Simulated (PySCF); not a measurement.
These compounds are isomers of formula C₅H₉N₃.

A. SMILES Cc1nc(C)n(C)n1
B. SMILES Cc1n(CC)cnn1
C. `InChI=1S/C5H9N3/c1-4-5(2)7-8(3)6-4/h1-3H3`
D. SMILES CC(C)n1cnnc1

Spectrum 1. 13C{1H} NMR (computed): δ 146.4 (C), 41.0 (CH3), 12.5 (CH3).

Spectrum 2. 13C{1H} NMR (computed): δ 162.2 (C), 156.1 (C), 35.6 (CH3), 16.1 (CH3), 14.1 (CH3).

Spectrum 3. 13C{1H} NMR (computed): δ 151.8 (C), 146.0 (CH), 41.0 (CH2), 20.1 (CH3), 12.4 (CH3).

Spectrum 4. 13C{1H} NMR (computed): δ 143.2 (CH), 49.5 (CH), 27.2 (CH3).

All values are calculated (PySCF): B3LYP/pcJ-1 coupling constants (spin–dipole term left out of most H,H and C,H couplings), NMR shieldings at PBE0/pcSseg-1/GIAO, GFN2-xTB structure. Equivalent nuclei averaged, one computed conformer, isolated molecule, no relativistic terms.

Shifts are taken against calculated references (same method and geometry level): TMS for 13C (σref 186.93). Shifts are as computed. Against solution values, carbons near 30 ppm lie about +3 ppm off and those near 130 ppm about +5 ppm. Of 1211 compounds with measured shifts, 218 miss one by over three times the rms of a fit or turn the order of signals round; such compounds aren't used in these exercises.

Which spectrum belongs to which compound?

Answers

1–C, 2–A, 3–B, 4–D.

- Spectrum 1 (C): 3 13C signals; δC 41.0 is a methyl carbon bonded to N; δC 12.5 is a methyl carbon on an aromatic ring.
- Spectrum 2 (A): 5 13C signals; δC 35.6 is a methyl carbon bonded to N; δC 16.1 is a methyl carbon on an aromatic ring.
- Spectrum 3 (B): 5 13C signals; δC 41.0 is an sp3 CH2 bonded to N; δC 20.1 is a methyl carbon.
- Spectrum 4 (D): 3 13C signals; δC 49.5 is an sp3 CH bonded to N; δC 27.2 is a methyl carbon.
